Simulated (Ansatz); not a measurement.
A ladder of methods for BH2I (SMILES [H]B([H])I)

BH2I has 4 atoms, charge 0, and is taken as a singlet. SMILES: `[H]B([H])I`. The coordinates come from a GFN2-xTB relaxation.

| atom | x (Å) | y (Å) | z (Å) |
| --- | --- | --- | --- |
| B | 0.1203 | 0.2004 | 0.0092 |
| H | 1.2856 | 0.1646 | 0.0405 |
| H | -0.4568 | 1.2139 | 0.0077 |
| I | -0.9490 | -1.5789 | -0.0574 |

Each level gives the energy change with the B1–H3 bond stretched from 1.166 to 2.333 Å (eV). The values are calculated.

```json
{"level": "PBE/STO-3G (restricted)", "kind": "GGA", "program": "Ansatz", "value (eV)": "5.14", "less FCI/STO-3G": "+0.53", "CPU time (all runs)": "3.2 s"}
{"level": "r2SCAN/STO-3G (restricted)", "kind": "meta-GGA", "program": "Ansatz", "value (eV)": "5.46", "less FCI/STO-3G": "+0.85", "CPU time (all runs)": "8 s"}
{"level": "B3LYP/STO-3G (restricted)", "kind": "global hybrid", "program": "Ansatz", "value (eV)": "5.50", "less FCI/STO-3G": "+0.89", "CPU time (all runs)": "3.3 s"}
{"level": "PBE0/STO-3G (restricted)", "kind": "global hybrid", "program": "Ansatz", "value (eV)": "5.73", "less FCI/STO-3G": "+1.12", "CPU time (all runs)": "3.3 s"}
{"level": "r2SCAN0/STO-3G (restricted)", "kind": "hybrid meta-GGA", "program": "Ansatz", "value (eV)": "5.92", "less FCI/STO-3G": "+1.31", "CPU time (all runs)": "8 s"}
{"level": "CCSDT/STO-3G (restricted)", "kind": "coupled cluster or CI", "program": "Ansatz", "value (eV)": "4.61", "less FCI/STO-3G": "0.00", "CPU time (all runs)": "1.4 s"}
{"level": "CCSDTQ/STO-3G (restricted)", "kind": "coupled cluster or CI", "program": "Ansatz", "value (eV)": "4.61", "less FCI/STO-3G": "0.00", "CPU time (all runs)": "30 s"}
{"level": "FCI/STO-3G", "kind": "exact in the basis", "program": "Ansatz", "value (eV)": "4.61", "less FCI/STO-3G": "0.00", "CPU time (all runs)": "14 s"}
```

FCI/STO-3G is exact within its basis and frozen core, so for wave-function methods in that basis the difference is their error; functionals converge differently with the basis, so for them it is only a difference. All-electron rows without a relativistic Hamiltonian named are non-relativistic. The first shape isn't each level's own minimum. The values span 4.61 to 5.92 eV. All rows use very small basis sets, so even the best lies far from the true value. In the correlated wave-function rows the outer d shell of I is correlated, in sets not made for it. Times are those of the runs behind each value, whatever else they computed, on shared processors of several kinds: orders of magnitude only.
